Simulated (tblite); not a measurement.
Compound: C₇H₁₈N₂.
SMILES with atom numbers: `[CH3:1][CH2:2][CH2:3][CH2:4][N:5]([CH3:6])[NH:7][CH2:8][CH3:9]` (hydrogens: H10, H11, H12 on C1; H13, H14 on C2; H15, H16 on C3; H17, H18 on C4; H19, H20, H21 on C6; H22 on N7; H23, H24 on C8; H25, H26, H27 on C9)

Structure optimised with GFN2-xTB, isolated species.

Task: Give the optimised bond lengths and angles.

Result: 
```csv
bond,length (bohr)
C1–C2,2.880
C2–C3,2.888
C3–C4,2.889
C4–N5,2.746
N5–C6,2.743
N5–N7,2.664
N7–C8,2.759
C8–C9,2.876
"C1–H10, C1–H11, C1–H12",2.055
"C2–H13, C2–H14",2.065
"C3–H15, C3–H16",2.062
C4–H17,2.060
C4–H18,2.085
C6–H19,2.080
"C6–H20, C6–H21",2.058
N7–H22,1.922
"C8–H23, C8–H24",2.076
"C9–H25, C9–H26, C9–H27",2.054
```

Bonds in one row agree within 0.02 bohr and their mean is given. A selection of angles:
```csv
angle,degrees
C1–C2–C3,113.3
C2–C3–C4,112.9
C3–C4–N5,110.8
C4–N5–C6,113.3
C4–N5–N7,111.4
C6–N5–N7,115.6
N5–N7–C8,117.8
N7–C8–C9,109.0
H22–N7–N5,107.7
H22–N7–C8,109.7
```

Torsions: C1–C2–C3–C4 69° (synclinal); C2–C3–C4–N5 180° (antiperiplanar); C3–C4–N5–C6 -83° (synclinal); C4–N5–N7–C8 78° (synclinal); N5–N7–C8–C9 -176° (antiperiplanar). The mirror-image conformer, all signs reversed, is as good.

N5 (hydrazine nitrogen) is pyramidal (angles 115.6°, 113.3° and 111.4°, sum 340.3°, 0.38 Å off the plane of its three neighbours). Of the pairs four or more bonds apart, H16···H21 is among the closest relative to their van der Waals radii: 2.25 Å, 94 % of the sum of Bondi's values. N7 (hydrazine nitrogen) is pyramidal (angles 117.8°, 109.7° and 107.7°, sum 335.2°, 0.37 Å off the plane of its three neighbours).

Point group: C1 (no symmetry element, even within 0.4 Å). Its GFN2-xTB frequencies are all real (lowest 25 cm⁻¹). The numbers are those of one conformer.

The numbers are calculated, not measured.
